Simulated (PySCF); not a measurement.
Calculation: PBE-D3(BJ)/def2-TZVP // CAM-B3LYP-D3(BJ)/def2-TZVP in PySCF. Gas-phase values, no solvent. Excitations are Tamm–Dancoff values on a coarser integration grid. The basis has no diffuse functions, so Rydberg states are missing or too high.

Reference species (SMILES): `O=CC#N` (neutral, multiplicity 1).

```json
{
  "S1 oscillator strength": "0.000",
  "HOMO": "-7.45 eV",
  "HOMO–LUMO gap": "3.33 eV",
  "S1–T1 gap (TDA)": "0.66 eV"
}
```

Changed species: `n1c(c1)=O`.

Q: Predict the effect on the S1 oscillator strength, HOMO, HOMO–LUMO gap and S1–T1 gap (TDA).

A: the S1 oscillator strength hardly moves; the HOMO goes up by 1.35 eV, to -6.10 eV; the HOMO–LUMO gap decreases by 0.54 eV, to 2.79 eV; the S1–T1 gap (TDA) falls by 0.11 eV, to 0.55 eV.
